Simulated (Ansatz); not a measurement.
Ansatz (an electronic-structure program) input (CCSD(T)/aug-cc-pVDZ):

Ansatz 0.2 input:
```yaml
crystal:
  periodic: [false, false, false]
  atoms:
    - {symbol: C, position_ang: [-2.77088046, -0.52147517, -0.39726479]}
    - {symbol: C, position_ang: [-1.57229449, 0.05967061, 0.25603450]}
    - {symbol: C, position_ang: [-0.29212937, -0.10046738, -0.56599864]}
    - {symbol: C, position_ang: [0.94713321, 0.44985907, 0.12188031]}
    - {symbol: C, position_ang: [2.18495583, 0.36143217, -0.75963431]}
    - {symbol: O, position_ang: [1.12232143, -0.30253991, 1.32834745]}
    - {symbol: H, position_ang: [-3.76666002, -0.21408892, -0.10888405]}
    - {symbol: H, position_ang: [-2.67936964, -1.36512490, -1.06908985]}
    - {symbol: H, position_ang: [-1.40705397, -0.40814687, 1.23773588]}
    - {symbol: H, position_ang: [-1.74126359, 1.12162099, 0.47210711]}
    - {symbol: H, position_ang: [-0.40965414, 0.40434291, -1.52867640]}
    - {symbol: H, position_ang: [-0.12371593, -1.16097177, -0.77907123]}
    - {symbol: H, position_ang: [0.76532595, 1.50355441, 0.37917854]}
    - {symbol: H, position_ang: [3.06465689, 0.74861962, -0.23894815]}
    - {symbol: H, position_ang: [2.05575464, 0.94628371, -1.67265712]}
    - {symbol: H, position_ang: [2.38013377, -0.67678707, -1.03485562]}
    - {symbol: H, position_ang: [1.90256626, 0.02690149, 1.78627883]}
basis:
  gaussian:
    orbitals: aug-cc-pVDZ
magnetization: {spin_polarized: true, initial_magnetization: 1}
correlation: {method: ccsd_t, electrons: outside_noble_gas}
output: {forces: true}
```

Output:

```
Functional definition: HF
integrals: 2.73 GiB planned
2332 factors; integrals over basis functions are off by at most 7.1e-4 eV
1.15 GiB of device memory are held for the factors and their scratch space
mean field: 1.56 GiB planned
mean field evaluation 1: about -7357.0729 eV, gradient 3.3e1 eV
mean field evaluation 2: about -7357.0733 eV, gradient 3.3e1 eV
mean field evaluation 4: about -7363.1592 eV, gradient 4.0e0 eV
mean field evaluation 8: about -7363.2811 eV, gradient 2.0e-1 eV
mean field evaluation 16: about -7363.2658 eV, gradient 1.3e0 eV
mean field -7363.28190688 eV, -270.5956190662 hartree, gradient 2.4e-6 eV, S^2 0.762865; 0 other end points of the search recorded, 0 dependent functions left out
6 core orbitals not correlated
reference -7363.28190688 eV, -270.5956190662 hartree; 19, 18 occupied and 212, 213 virtual orbitals, 2332 factors
densities: 26.07 GiB planned
second order -25.05257254 eV of doubles, -0.00000000 eV of singles
coupled cluster: 18.01 GiB planned
cycle   1  -26.24040794 eV  change    -1.2e0 eV  update   1.1e-1
cycle   2  -26.88912648 eV  change   -6.5e-1 eV  update   3.2e-2
cycle   3  -27.03971643 eV  change   -1.5e-1 eV  update   1.6e-2
cycle   4  -27.04224963 eV  change   -2.5e-3 eV  update   4.8e-3
cycle   5  -27.04089430 eV  change    1.4e-3 eV  update   2.3e-3
cycle   6  -27.04120718 eV  change   -3.1e-4 eV  update   8.7e-4
cycle   7  -27.04112322 eV  change    8.4e-5 eV  update   3.6e-4
cycle   8  -27.04109599 eV  change    2.7e-5 eV  update   1.2e-4
cycle   9  -27.04111385 eV  change   -1.8e-5 eV  update   5.7e-5
cycle  10  -27.04110557 eV  change    8.3e-6 eV  update   2.2e-5
cycle  11  -27.04109572 eV  change    9.8e-6 eV  update   9.1e-6
cycle  12  -27.04110175 eV  change   -6.0e-6 eV  update   3.9e-6
perturbative correction -0.88025921 eV, -0.0323489294 hartree
the calculation of the forces begins
1.15 GiB of device memory are held for the factors and their scratch space
Total energy: -7391.20326785 eV, -271.6217101558 hartree
Atom 0 at    -2.770880    -0.521475    -0.397265 Å, force    -0.114544    -0.011130    -0.169627 eV/Å
Atom 1 at    -1.572294     0.059671     0.256034 Å, force     0.292579     0.100041     0.174983 eV/Å
Atom 2 at    -0.292129    -0.100467    -0.565999 Å, force    -0.043796    -0.017037     0.094006 eV/Å
Atom 3 at     0.947133     0.449859     0.121880 Å, force     0.038347     0.076562    -0.052693 eV/Å
Atom 4 at     2.184956     0.361432    -0.759634 Å, force    -0.059077    -0.012084     0.023488 eV/Å
Atom 5 at     1.122321    -0.302540     1.328347 Å, force    -0.179354    -0.369133     0.282127 eV/Å
Atom 6 at    -3.766660    -0.214089    -0.108884 Å, force    -0.483172     0.142239     0.138166 eV/Å
Atom 7 at    -2.679370    -1.365125    -1.069090 Å, force     0.039822    -0.414320    -0.320525 eV/Å
Atom 8 at    -1.407054    -0.408147     1.237736 Å, force     0.060037    -0.203802     0.371266 eV/Å
Atom 9 at    -1.741264     1.121621     0.472107 Å, force    -0.062483     0.445400     0.060368 eV/Å
Atom 10 at    -0.409654     0.404343    -1.528676 Å, force    -0.043113     0.247170    -0.434956 eV/Å
Atom 11 at    -0.123716    -1.160972    -0.779071 Å, force     0.083587    -0.474655    -0.081918 eV/Å
Atom 12 at     0.765326     1.503554     0.379179 Å, force    -0.074500     0.422715     0.103560 eV/Å
Atom 13 at     3.064657     0.748620    -0.238948 Å, force     0.370543     0.169847     0.241093 eV/Å
Atom 14 at     2.055755     0.946284    -1.672657 Å, force    -0.077159     0.274285    -0.400553 eV/Å
Atom 15 at     2.380134    -0.676787    -1.034856 Å, force     0.071661    -0.471600    -0.108239 eV/Å
Atom 16 at     1.902566     0.026901     1.786279 Å, force     0.180622     0.095500     0.079454 eV/Å
Dipole moment:     0.247214     0.243450    -0.059065 e Å
```

It need not be the lowest isomer of its formula.
